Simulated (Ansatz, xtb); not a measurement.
Relaxing a trial structure of CH4BFS

The starting geometry of this gas-phase singlet was built from a drawn formula by distance geometry and a force field; its bonds are those of `F[BH2-][CH+]S`.

```xyz
8

C    -0.5728   -1.2503   -2.1242
B    -1.1865    0.1903   -2.2625
F    -0.0750    1.0832   -2.4800
S     0.2724   -2.0683   -3.4950
H    -1.9487    0.2503   -3.1838
H    -1.7527    0.4953   -1.2932
H    -0.7565   -1.8338   -1.1909
H     1.5440   -1.5406   -3.0198
```

Predict what becomes of its bonds when it is optimised with r2SCAN-D4/def2-SVP.

It rearranges to `FBCS`. Contacts that open: B2–H5 (1.20 → 2.17 Å). Contacts that close: C1–H5 (2.30 → 1.11 Å).

The energy falls by 4.04 eV over 20 steps:

```
step  E − E(last) (eV)
   1             4.036
   3             3.066
   5             1.992
   7             1.213
   9             0.604
  12             0.043
  14             0.014
  16             0.001
  18             0.000
  20             0.000
```

Final geometry (Å):

```xyz
8

C    -0.9415   -1.1479   -2.3652
B    -0.7767    0.3456   -1.9358
F     0.3310    1.0156   -2.2211
S     0.5445   -2.0048   -2.9908
H    -1.7737   -1.1912   -3.0973
H    -1.6616    0.9543   -1.3752
H    -1.3113   -1.7221   -1.4973
H     1.1133   -0.9233   -3.5669
```

From the same start GFN2-xTB reaches the same bonding as this run.

No frequencies were run, so the end isn't proven a minimum. Run with Ansatz 0.2.0, 41 s on 2 threads of Arm Neoverse V1 (shared host).
